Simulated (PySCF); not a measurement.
**Two-component Hartree-Fock for Mn⁺ (manganese, charge +1)**

Start: [Ar] 3d5 4p1; 3d5/2 filled at m_j = -3/2, -1/2, +1/2, +3/2, +5/2; 4p3/2 filled at m_j = +3/2. Calculated with PySCF 2.14 in x2c-TZVPall-2c: generalised Hartree-Fock with the X2C-1e Hamiltonian and a Gaussian nucleus; one run each with spin-orbit coupling (SO) switched off, then screened by Boettger's factors. This is a chosen level, not necessarily the ground level.

```json
{"spinor shell": "1s1/2", "electrons": "2", "ε, spin-free (eV)": "-6607.8", "ε, screened SO (eV)": "-6607.8", "weight of nominal j (screened SO)": "1.000", "rms radius, screened SO (bohr)": "0.0703"}
{"spinor shell": "2s1/2", "electrons": "2", "ε, spin-free (eV)": "-812.72", "ε, screened SO (eV)": "-812.72", "weight of nominal j (screened SO)": "1.000", "rms radius, screened SO (bohr)": "0.302"}
{"spinor shell": "2p1/2", "electrons": "2", "ε, spin-free (eV)": "-686.38", "ε, screened SO (eV)": "-693.84", "weight of nominal j (screened SO)": "0.977", "rms radius, screened SO (bohr)": "0.272"}
{"spinor shell": "2p3/2", "electrons": "4", "ε, spin-free (eV)": "-686.38", "ε, screened SO (eV)": "-682.74", "weight of nominal j (screened SO)": "0.989", "rms radius, screened SO (bohr)": "0.274"}
{"spinor shell": "3s1/2", "electrons": "2", "ε, spin-free (eV)": "-114.84", "ε, screened SO (eV)": "-114.85", "weight of nominal j (screened SO)": "1.000", "rms radius, screened SO (bohr)": "0.917"}
{"spinor shell": "3p1/2", "electrons": "2", "ε, spin-free (eV)": "-77.173", "ε, screened SO (eV)": "-77.577", "weight of nominal j (screened SO)": "0.665", "rms radius, screened SO (bohr)": "0.983"}
{"spinor shell": "3d5/2", "electrons": "5", "ε, spin-free (eV)": "-26.534", "ε, screened SO (eV)": "-26.547", "weight of nominal j (screened SO)": "0.593", "rms radius, screened SO (bohr)": "1.27"}
{"spinor shell": "4p3/2", "electrons": "1", "ε, spin-free (eV)": "-10.388", "ε, screened SO (eV)": "-10.366", "weight of nominal j (screened SO)": "1.000", "rms radius, screened SO (bohr)": "3.72"}
```

**Question.** Where does 3p3/2 lie, and what is the 3p spin-orbit splitting (screened SO)?

**Answer.** At -77.001 eV, 0.576 eV above 3p1/2.

| quantity | spin-free | screened SO |
| --- | --- | --- |
| E (hartree) | -1156.97850 | -1156.99306 |
| M_J | 4 | 4 |
| ⟨J²⟩ | 20.002 | 20.002 |
| ⟨L²⟩ | 2.002 | 2.004 |
| ⟨S²⟩ | 12.001 | 11.999 |

Each row is a mean over spinors that exchange with the open shell spreads, by up to 14.211 eV (3p3/2).

Rows whose weight is well below 1 are mixtures of j = l ± 1/2: exchange outweighs spin-orbit coupling there, and the label is only the starting occupation.

Without spin-orbit coupling the j labels of p, d and f shells carry no meaning; the spin-free column gives the mean over the occupied spinors of each nl shell.
